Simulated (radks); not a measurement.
The numbers below are computed, except where a source is named.
Problem. The mean radii <r> (bohr) of the occupied orbitals of an atom or ion are listed with their occupations. Level of theory: Dirac Kohn-Sham, PBEsol, spin-unpolarised, spherical densities, finite nucleus; Fermi nuclear charge, rms radius of each element as measured or else 0.836 A^(1/3) + 0.57 fm (a radial shooting solver on a logarithmic mesh with Libxc functionals).

| orbital | occ. | <r> |
|---|---|---|
| 1s1/2 | 2 | 0.1114 |
| 2s1/2 | 2 | 0.5679 |
| 2p1/2 | 2 | 0.5350 |
| 2p3/2 | 4 | 0.5372 |
| 3s1/2 | 2 | 1.952 |

Name the element and its charge. Open shells, if any, are shared by 2j + 1.

Solution. Z = 14, silicon, charge +2: Si2+ in [Ne] 3s2. The 1s radius gives Z: for a bare nucleus <r> = (2 gamma + 1)/(2Z) with gamma = sqrt(1 - (Z/c)^2), 0.1068 bohr for Z = 14, and screening makes it slightly larger (0.1114 here). The occupations add up to 12, and the charge is Z minus that.
